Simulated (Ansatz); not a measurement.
A set of 12 reactions (silylene extrusion), with CCSD(T)/CBS values in kJ/mol:

```json
{"reaction": "`C[SiH](N)O` → CH₃OH + `N[SiH]`", "ΔE": "370.0"}
{"reaction": "`N[SiH](Cl)[GeH3]` → `[Cl][GeH3]` + `N[SiH]`", "ΔE": "212.6"}
{"reaction": "`C[SiH2]C(C)S` → `CCS` + `C[SiH]`", "ΔE": "229.1"}
{"reaction": "`C[SiH](F)[SiH2]S` → `C[SiH2]F` + `[SiH]S`", "ΔE": "152.7"}
{"reaction": "`N[CH]([SiH3])[GeH3]` → `N[CH2][GeH3]` + `[SiH2]`", "ΔE": "232.2"}
{"reaction": "`CS[SiH](C)S` → CH₃SH + `CS[SiH]`", "ΔE": "284.9"}
{"reaction": "`C#C[Si](F)([AlH2])S` → `C#[C][AlH2]` + `F[Si]S`", "ΔE": "117.9"}
{"reaction": "`O[SiH2]/C=C\\[SiH](O)F` → `C=C[SiH2]O` + `O[Si]F`", "ΔE": "153.2"}
{"reaction": "`COC[SiH2]F` → `COCF` + `[SiH2]`", "ΔE": "391.2"}
{"reaction": "`C=C[SiH](O)Cl` → `C=CCl` + `O[SiH]`", "ΔE": "359.9"}
{"reaction": "`CS[SiH](C)S` → CH₃SH + `C[Si]S`", "ΔE": "238.2"}
{"reaction": "`[NH2][GaH][SiH2]O` → `[NH2][GaH][OH]` + `[SiH2]`", "ΔE": "269.1"}
```

Calculated with Ansatz (gas phase, PBE0-D4/def2-TZVP geometries, no zero-point term in ΔE). CCSD(T)/CBS adds triple-zeta CCSD(T) − MP2 to the extrapolated MP2 energy (def2 sets, frozen cores). This one scheme is used for every species. Functionals use def2-TZVPP. B3LYP here is the variant with VWN-RPA as its local correlation; programs differ in this. For Ga, Ge outer-core shells are correlated without core-valence functions, which leaves a few kJ/mol of doubt a bond. Scalar relativity is left out up to krypton. Each species was taken in one conformer, which may not be the lowest.

**Question.** Give the mean, mean absolute and largest difference (level minus CCSD(T)/CBS, kJ/mol) for: ωB97X-V, ωB97M-V, PBE, r2SCAN, PBE0, B3LYP, MP2/def2-TZVPP, SCS-MP2/def2-TZVPP, CCSD/def2-TZVPP, CCSD(T)/def2-TZVPP, HF/def2-QZVPP, MP2/def2-QZVPP, HF/CBS(def2), MP2/CBS(def2). (An estimate is asked.)

**Answer.** The calculation gave: 
```csv
level,mean,mean absolute,largest
ωB97X-V,6.4,6.5,13.8
ωB97M-V,-8.0,8.0,-16.0
PBE,-15.9,16.5,-29.8
r2SCAN,10.5,10.5,20.2
PBE0,-2.0,5.9,11.7
B3LYP,-26.9,26.9,-34.2
MP2/def2-TZVPP,10.7,10.7,15.5
SCS-MP2/def2-TZVPP,-2.4,2.7,-9.9
CCSD/def2-TZVPP,-10.8,10.8,-15.9
CCSD(T)/def2-TZVPP,-8.0,8.0,-12.8
HF/def2-QZVPP,-20.6,20.6,-31.7
MP2/def2-QZVPP,15.4,15.4,23.3
HF/CBS(def2),-20.6,20.6,-31.7
MP2/CBS(def2),18.7,18.7,27.6
```

The largest T1 diagnostic in the set is 0.016, for `[SiH]S` (customary mark 0.02).

CCSD(T)/CBS is a level of theory with its own doubt, and the functionals carry their triple-zeta basis error, so these figures describe this set and don't rank the functionals.
